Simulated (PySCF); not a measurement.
# What a mistake does to a calculation on B2H7Si2

These are calculations, not measurements. They come from PySCF 2.14.0, an open-source quantum chemistry program, on an isolated molecule that a program drew, which may never have been made. The molecule is B2H7Si2 (charge 0, doublet), drawn as the SMILES string `[BH]B([SiH3])[SiH3]`.

Each row is a Hartree-Fock (HF) and frozen-core CCSD(T) single point in the cc-pV(D+d)Z basis, meant for a local HF minimum. Run 1 is clean. Each other run has one planted mistake out of seven kinds, and not every kind appears here: one electron removed, one electron added, multiplicity raised by two, geometry at a saddle point, minimal basis STO-3G, one bond length entered in bohr, all coordinates scaled. The reference is restricted for singlets and unrestricted otherwise, and also for a bond in bohr. Adding or removing an electron swaps singlet and doublet. Electrons count all cores. HOMO and LUMO are orbital energies over both spins, the gradient is its largest component, and the lowest frequency (negative if imaginary) is given only where the gradient is small. Bond lengths are over the 10 bonds as drawn. T1 is the CCSD diagnostic: over 0.02 (restricted) or 0.045 (unrestricted) a single reference is doubtful.

Geometry of the clean run:
```xyz
11
B2H7Si2, angstrom
B     0.5155    2.1320   -1.6753
B    -0.1486    1.8217   -0.2936
Si    0.4863    2.7877    1.3829
Si   -1.6497    0.4509   -0.1705
H     1.0166    2.3667   -2.7203
H     0.9568    1.8013    2.3885
H     1.5985    3.7398    1.1310
H    -0.6371    3.5548    1.9789
H    -1.9993   -0.1617   -1.4779
H    -1.2576   -0.6460    0.7506
H    -2.8762    1.0913    0.3692
```

| run | electrons | basis functions | <S^2> | HOMO (eV) | LUMO (eV) | gradient (hartree/bohr) | lowest frequency (cm^-1) | mean bond (Å) | longest bond (Å) | T1 | HF (hartree) | CCSD(T) (hartree) | mistake |
|---|---|---|---|---|---|---|---|---|---|---|---|---|---|
| 1 | 45 | 109 | 0.757 | -9.07 | 0.48 | 3.2e-05 | 49 | 1.5731 | 2.037 | 0.0190 | -631.23046 | -631.66857 | no fault |
| 2 | 45 | 109 | 1.516 | -8.86 | 0.42 | 8.5e-03 | - | 1.7053 | 2.807 | 0.0417 | -631.12418 | -631.55301 | one bond length entered in bohr |
| 3 | 45 | 109 | 3.782 | -6.55 | -2.10 | 4.0e-02 | - | 1.5731 | 2.037 | 0.0166 | -631.09066 | -631.51583 | multiplicity raised by two |
| 4 | 45 | 109 | 0.758 | -8.98 | 0.50 | 1.4e-02 | - | 1.6156 | 2.092 | 0.0197 | -631.22434 | -631.66370 | all coordinates scaled |
| 5 | 45 | 35 | 0.757 | -6.94 | 5.16 | 2.8e-02 | - | 1.5731 | 2.037 | 0.0185 | -623.92191 | -624.13241 | minimal basis STO-3G |
| 6 | 44 | 109 | 0.000 | -16.25 | -6.78 | 4.5e-02 | - | 1.5731 | 2.037 | 0.0207 | -630.94029 | -631.36002 | ? |

**Which mistake was planted in run 6, and what did it cost?**

It counts 44 electrons, one fewer than the clean run, at the same geometry and basis. So the mistake is: one electron removed. Subtracting run 1 and multiplying by 627.51 kcal/mol a hartree, the energy moved by 182.1 kcal/mol in HF and 193.6 kcal/mol in CCSD(T).

Cautions from the logs. Run 6: T1 is over the limit, so its CCSD(T) energy is less reliable.
